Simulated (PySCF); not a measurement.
## Beryllium: a sound run and one with changed settings

Sound run: Be⁺ [He] 2s1, Be²⁺ 1s2. Computed with PySCF 2.14 in aug-cc-pVDZ, with no relativity, point nucleus. The sound run starts from symmetry-adapted Hartree-Fock orbitals and uses a fine grid where one is needed.

Changed run: radial step 0.5 in ln r (0.13 in the sound run). This setting is unsound on purpose.

```json
{"species": "Be⁺", "method": "UHF", "sound run (hartree)": "-14.27563", "changed run (hartree)": "-14.27563", "converged": "yes"}
{"species": "Be⁺", "method": "TPSS", "sound run (hartree)": "-14.33576", "changed run (hartree)": "-14.33679", "converged": "yes"}
{"species": "Be⁺", "method": "LDA", "sound run (hartree)": "-14.11091", "changed run (hartree)": "-14.11157", "converged": "yes"}
{"species": "Be²⁺", "method": "UHF", "sound run (hartree)": "-13.61080", "changed run (hartree)": "-13.61080", "converged": "yes"}
{"species": "Be²⁺", "method": "TPSS", "sound run (hartree)": "-13.66178", "changed run (hartree)": "-13.66195", "converged": "yes"}
{"species": "Be²⁺", "method": "LDA", "sound run (hartree)": "-13.44302", "changed run (hartree)": "-13.44354", "converged": "yes"}
```

Ionisation energy of Be⁺:

| method | sound run (eV) | changed run (eV) |
| --- | --- | --- |
| UHF | 18.091 | 18.091 |
| TPSS | 18.340 | 18.363 |
| LDA | 18.174 | 18.178 |

A coarse radial grid mis-integrates the density and the exchange-correlation energy, with errors of either sign; Hartree-Fock needs no grid.

For comparison, NIST gives 18.211 eV between the lowest levels.
